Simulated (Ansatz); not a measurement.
Ansatz (a program for electronic structure) input:

Ansatz 0.2 input:
```yaml
crystal:
  periodic: [false, false, false]
  atoms:
    - {symbol: Be, position_ang: [-0.87992344, -0.51025829, -0.68985964]}
    - {symbol: C, position_ang: [0.30537839, 0.17708570, 0.23941654]}
    - {symbol: H, position_ang: [0.85331289, -0.61161243, 0.76365012]}
    - {symbol: H, position_ang: [-0.15481764, 0.85375314, 0.96566621]}
    - {symbol: H, position_ang: [0.98892816, 0.73637827, -0.40637702]}
basis:
  gaussian:
    orbitals: def2-TZVP
hamiltonian:
  xc: b3lyp
  dispersion: d3bj
total_charge: 1
phonons: {temperatures: {t_min: 298.15, t_max: 298.15, t_step: 100}}
```

**Question.** Predict the final energy.

**Answer.** -54.32867 Eh (B3LYP-D3(BJ)/def2-TZVP). The basis has 68 functions.

It need not be the lowest isomer of its formula.
